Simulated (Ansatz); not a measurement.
Consider the ligand exchange at the Sn–O bond: `[AlH2][O][SnH2][SiH3]` + CH₃NH₂ → `C[NH][SnH2][SiH3]` + `[OH][AlH2]`.

Calculated with Ansatz (gas phase, PBE0-D4/def2-TZVP geometries, no zero-point term in ΔE). CBS: MP2 limit from def2 TZ/QZ plus the TZ coupled-cluster correction, frozen cores. This one scheme is used for every species. Functionals use def2-TZVPP. B3LYP here is the variant with VWN-RPA as its local correlation; programs differ in this. def2 core potentials past Kr. For Sn outer-core shells are correlated without core-valence functions, which leaves a few kJ/mol of doubt a bond. One conformer a species, not always the lowest.

| level | ΔE (kJ/mol) |
| --- | --- |
| B3LYP-D4 | 44.4 |
| ωB97M-V | 43.3 |
| PBE0 | 41.1 |
| B3LYP | 45.6 |
| SCS-MP2/def2-TZVPP | 43.3 |
| HF/CBS(def2) | 57.0 |
| MP2/CBS(def2) | 40.5 |
| CCSD/CBS(def2) | 44.1 |

(1) What does CCSD(T)/CBS give? (Best estimate.)

Largest T1 diagnostic among the species: 0.014.

## Answers

(1) Ansatz gave: +42.8 kJ/mol. The listed levels differ from it by 1.6, 0.5, -1.7, 2.8, 0.5, 14.2, -2.3, 1.3 kJ/mol.

In def2-TZVPP, CCSD(T) changes the Hartree–Fock value by −13.8 kJ/mol (the triples alone add −1.3 kJ/mol) and MP2 by −16.1 kJ/mol.
